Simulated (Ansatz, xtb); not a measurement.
## Two isomers of C4H3NOS

We compare I, `O=Cc1cscn1`, a singlet, with II, `O=Cc1cncs1`, a singlet. Both are isolated molecules in the gas phase, relaxed with B3LYP/def2-SVP; the shapes shown needn't be the lowest conformers.

I (Å):

```csv
atom,x (Å),y (Å),z (Å)
C,-2.1542,-0.3857,0.1096
C,-0.7589,0.1079,0.1630
C,0.3554,-0.6906,0.0115
C,0.7689,1.6757,0.3889
N,-0.5048,1.4430,0.3755
O,-2.4583,-1.5419,-0.0728
S,1.7771,0.2624,0.1393
H,-2.9167,0.4193,0.2554
H,0.3735,-1.7648,-0.1639
H,1.2215,2.6587,0.5403
```

II (Å):

```xyz
10

C    -2.2466   -0.3188   -0.1699
C    -0.8776    0.1598    0.0361
C     0.0921   -0.3652    0.8695
C     1.2624    1.2944    0.0512
N     1.2921    0.2787    0.8719
O    -3.0532    0.1859   -0.9178
S    -0.2333    1.5483   -0.7923
H    -2.4977   -1.2228    0.4424
H    -0.0569   -1.2427    1.5036
H     2.1113    1.9626   -0.1161
```

Quicker runs give these differences E(II) − E(I): GFN2-xTB +0.59 kcal/mol; HF/STO-3G +1.61 kcal/mol (at GFN2-xTB geometries); r2SCAN-D4/def2-SVP −0.15 kcal/mol (at GFN2-xTB geometries).

Problem. Estimate which is lower in electronic energy at CCSD(T)/def2-SVP + ΔMP2/def2-TZVPP, and by roughly how much.

Solution. CCSD(T)/def2-SVP + ΔMP2/def2-TZVPP gives E(II) − E(I) = +0.44 kcal/mol, slightly favouring structure I, which is too small a margin to settle the true order.

How the difference moves with the method:

```tsv
level	geometry	E(II) − E(I) (kcal/mol)	departure from the last row (kcal/mol)	job, with rough time for the two
GFN2-xTB	GFN2-xTB	+0.59	+0.15	optimisation, 0.11 s
HF/STO-3G	GFN2-xTB	+1.61	+1.17	single point, 0.42 s
r2SCAN-D4/def2-SVP	GFN2-xTB	−0.15	−0.59	single point, 4.8 s
B3LYP/def2-SVP	B3LYP/def2-SVP	+0.47	+0.03	optimisation, 36 s
HF/def2-SVP	B3LYP/def2-SVP	+0.82	+0.37	part of the CCSD(T) run
MP2/def2-SVP	B3LYP/def2-SVP	+0.97	+0.53	part of the CCSD(T) run
CCSD(T)/def2-SVP	B3LYP/def2-SVP	+0.79	+0.34	single point
CCSD(T)/def2-SVP + ΔMP2/def2-TZVPP	B3LYP/def2-SVP	+0.44		single point, 56 s
```

As drawn, both hold the same kinds of bond in the same numbers.

The largest departure from CCSD(T)/def2-SVP + ΔMP2/def2-TZVPP is that of HF/STO-3G, 1.17 kcal/mol. The last row adds to CCSD(T) the change of the MP2 difference between the two basis sets, here −0.34 kcal/mol.

With thermal terms from frequencies at re-optimised GFN2-xTB minima (ideal gas, soft modes damped towards free rotors, one conformer each, 298.15 K, 1 atm): on the last row, ΔE + ΔZPE = +0.45, ΔH = +0.47, ΔG = +0.40 kcal/mol.

The correlated steps freeze 11 core orbitals. Run with Ansatz 0.2.0, xtb 6.7.1; the last row on 2 threads of Arm Neoverse V2 on a shared host.
